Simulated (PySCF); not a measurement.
How the method moves the HOMO and LUMO of `O=Cc1ccccn1`

C₆H₅NO.
Bonds: O1–C2 (double), C2–C3, C3–C4 (aromatic), C4–C5 (aromatic), C5–C6 (aromatic), C6–C7 (aromatic), C7–N8 (aromatic), C3–N8 (aromatic). Hydrogens: H9 on C2; H10 on C4; H11 on C5; H12 on C6; H13 on C7.

Basis pcSseg-1 throughout (PySCF), one geometry. Isolated species at its PBE0-D3(BJ)/def2-SVP geometry (one conformer only).

Task: How do the orbital energies, the gap and the dipole change with the method?

Result: 
```csv
method,kind,HOMO (eV),LUMO (eV),gap (eV),μ (D),SCF cycles
OPBE,GGA,-5.87,-3.01,2.86,3.57,17
B97-D,GGA,-5.96,-2.99,2.97,3.68,17
LDA,LDA,-6.08,-3.36,2.72,3.74,16
KT3,GGA,-6.11,-3.00,3.11,3.57,17
B3LYP,global hybrid,-7.31,-2.35,4.96,3.71,15
PBE0,global hybrid,-7.57,-2.17,5.40,3.71,15
mPW1PW91,global hybrid,-7.62,-2.19,5.43,3.72,15
BHandHLYP,global hybrid,-8.85,-1.08,7.77,3.80,14
```

The HOMO spans 2.98 eV, from OPBE down to BHandHLYP, and the gap runs from 2.72 eV (LDA) to 7.77 eV (BHandHLYP). Over the methods OPBE (0 %), B97-D (0 %), LDA (0 %), KT3 (0 %), B3LYP (20 %), PBE0 (25 %), mPW1PW91 (25 %), BHandHLYP (50 %), a straight line through the gap against the share of exact exchange rises by 0.98 eV for each 10 % (correlation coefficient 0.998). The dipole ranges from 3.57 D (KT3) to 3.80 D (BHandHLYP). This basis has no diffuse functions.

The vertical ΔSCF ionisation energy at B3LYP/def2-SVPD is 9.53 eV; −ε(HOMO) comes closest to it with BHandHLYP (8.85 eV).
